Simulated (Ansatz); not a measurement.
Gas-phase electronic energies from Ansatz, PBE0-D4/def2-TZVP geometries. CCSD(T)/CBS is the MP2 limit (def2-TZVPP, def2-QZVPP) plus CCSD(T) − MP2 in def2-TZVPP, frozen cores. This one scheme is used for every species. Functionals use def2-TZVPP. B3LYP here is the variant with VWN-RPA as its local correlation; programs differ in this. For Ge outer-core shells are correlated without core-valence functions, which leaves a few kJ/mol of doubt a bond. Scalar relativity is left out up to krypton. Each species was taken in one conformer, which may not be the lowest.

Consider the substitution at a C–N bond: `B[N]([GeH3])C=C` + `C=N` → `C=CN=C` + `B[NH][GeH3]`.

```csv
level,ΔE (kJ/mol),difference from CCSD(T)/CBS
r2SCAN-D4,-15.6,-7.3
B3LYP-D4,-13.9,-5.6
PBE,-19.4,-11.1
r2SCAN,-17.0,-8.7
PBE0,-17.7,-9.4
B3LYP,-22.2,-13.9
HF/def2-TZVPP,-22.2,-13.9
SCS-MP2/def2-TZVPP,-9.8,-1.5
MP2/def2-QZVPP,-7.6,0.7
SCS-MP2/def2-QZVPP,-9.7,-1.4
CCSD(T)/CBS,-8.3,0
```

Largest T1 diagnostic among the species: 0.013.

The D4 term adds +8.3 kJ/mol with B3LYP and +4.6 kJ/mol with PBE0; it sums over pairs of atoms, weighted by their polarisabilities, and B3LYP, whose exchange is more repulsive, gets the larger term. In def2-TZVPP, CCSD(T) changes the Hartree–Fock value by +13.4 kJ/mol (the triples alone add +0.9 kJ/mol) and MP2 by +14.3 kJ/mol.
